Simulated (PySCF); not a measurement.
Exercise with solution: oscillator strength and radiative lifetime

iodoethane (C₂H₅I), SMILES CCI.

Geometry optimised at PBE0-D3(BJ)/def2-SVP. The def2 effective core potentials stand for the cores of I; spin–orbit coupling is left out.

TDA-LC-ωPBE/def2-SVPD (PySCF) puts the first singlet state with f over 0.02 at 7.42 eV (vertical), with the transition dipole (0.000, 0.000, 0.938) in atomic units.

Problem. Find the oscillator strength, the wavelength and the radiative lifetime that this transition would have in vacuum if emission retraced absorption.

Solution. 
|μ|² = 0.8798 au, so |μ| = 2.38 D. ΔE = 7.42/27.211 = 0.2727 hartree. f = (2/3) ΔE |μ|² = 0.160 (the program prints 0.160).
λ = 1239.84/7.42 = 167 nm; ν = 59846 cm⁻¹.
Einstein's coefficient A = 0.6670 ν² f s⁻¹ (ν in cm⁻¹) = 3.8e8 s⁻¹, so τ = 1/A = 2.6 ns. This state is S3; the lower singlets have f = 0.001, 0.000. The figure is the radiative limit of this one transition; relaxation, internal conversion, crossing to triplets and a medium change what is measured.
